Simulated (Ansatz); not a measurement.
`[CH3][SnH]1[BH][NH]1`, relaxed with RKS PBE0-D4/def2-TZVP in Ansatz from a PBE-D4/def2-SVP geometry. The force threshold is 0.005 eV/Å; the program also tests the step.

Charge 0, multiplicity 1. Sn: def2 effective core potential.

Start:

```xyz
10

C    -0.437   -1.330    1.202
Sn   -0.318   -0.512   -0.828
B    -0.292    1.765   -1.140
N     0.823    1.417   -0.488
H     0.564   -1.665    1.534
H    -1.135   -2.191    1.217
H    -0.818   -0.545    1.885
H     0.912   -1.469   -1.633
H    -0.956    2.649   -1.627
H     1.657    1.882   -0.121
```

| step | energy (eV) | largest force (eV/Å) | largest move (Å) |
| --- | --- | --- | --- |
| 1 | -9129.5146 | 0.569 | 0.000 |
| 2 | -9129.5784 | 0.291 | 0.061 |
| 3 | -9129.5851 | 0.236 | 0.039 |
| 4 | -9129.5882 | 0.176 | 0.017 |
| 5 | -9129.5899 | 0.072 | 0.016 |
| 6 | -9129.5915 | 0.100 | 0.033 |
| 7 | -9129.5920 | 0.021 | 0.014 |
| 8 (rejected) | -9129.5919 | 0.051 | 0.012 |
| 9 | -9129.5920 | 0.026 | 0.006 |
| 10 | -9129.5921 | 0.012 | 0.004 |
| 11 | -9129.5921 | 0.005 | 0.002 |

End:

```xyz
10

C    -0.437   -1.320    1.199
Sn   -0.248   -0.471   -0.766
B    -0.297    1.735   -1.131
N     0.833    1.395   -0.502
H     0.546   -1.608    1.574
H    -1.074   -2.205    1.159
H    -0.885   -0.588    1.870
H     0.837   -1.485   -1.640
H    -0.918    2.642   -1.585
H     1.641    1.906   -0.179
```

Run time 19 s (4 threads of a server CPU on a shared host); peak host memory 0.46 GiB.
